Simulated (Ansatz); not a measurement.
Basis sets compared for As6 (the lowest singlet isomer of a short search). Total charge 0; singlet. Geometry PBE-D4/def2-SVP. Ansatz on 4 threads of Intel Xeon 6975P-C on a shared host; times are rough, and most runs start from earlier orbitals.

```xyz
6

As   -1.6117   -0.9271   -0.4989
As   -0.1767   -1.1447    1.5373
As    1.8618   -0.4573    0.1746
As   -1.2694    1.0405    1.0057
As    0.4269   -0.2395   -1.8616
As    0.7691    1.7281   -0.3570
```

The 6-31G sets use Cartesian d functions. The structure comes from a short search, and lower isomers may exist.

Binding counts from free atoms (As quartet) in the same basis, without a counterpoise term.

| level | functions | energy (Eh) | HOMO (eV) | LUMO (eV) | binding per atom (eV) | wall time |
| --- | --- | --- | --- | --- | --- | --- |
| HF/STO-3G | 108 | -13255.9034 | -5.84 | 4.15 | 1.46 | 1 s |
| HF/6-31G | 174 | -13403.1180 | -8.80 | -0.81 | -0.18 | 3.6 s |
| PBE-D4/def2-SVP | 192 | -13411.7851 | -5.60 | -3.55 | 2.79 | 1.9 s |
| PBE-D4/def2-TZVP | 288 | -13413.4443 | -5.59 | -3.59 | 2.82 | 3.4 s |
| r2SCAN-D4/def2-TZVP (with forces) | 288 | -13415.3641 | -5.86 | -3.61 | 2.57 | 8.5 s |
| PBE0-D4/def2-SVP | 192 | -13412.1461 | -6.54 | -2.93 | 2.54 | 4.8 s |
| PBE0-D4/def2-TZVP | 288 | -13413.8052 | -6.48 | -2.94 | 2.59 | 14 s |

**Question.** Estimate the rows for PBE-D4/def2-TZVPD, r2SCAN-D4/def2-TZVPD, PBE0-D4/def2-TZVPD.

**Answer.** 
```tsv
level	functions	energy (Eh)	HOMO (eV)	LUMO (eV)	binding per atom (eV)	wall time
PBE-D4/def2-TZVPD	324	-13413.4462	-5.62	-3.64	2.83	4.9 s
r2SCAN-D4/def2-TZVPD	324	-13415.3659	-5.87	-3.63	2.58	10 s
PBE0-D4/def2-TZVPD	324	-13413.8067	-6.49	-2.98	2.59	16 s
```
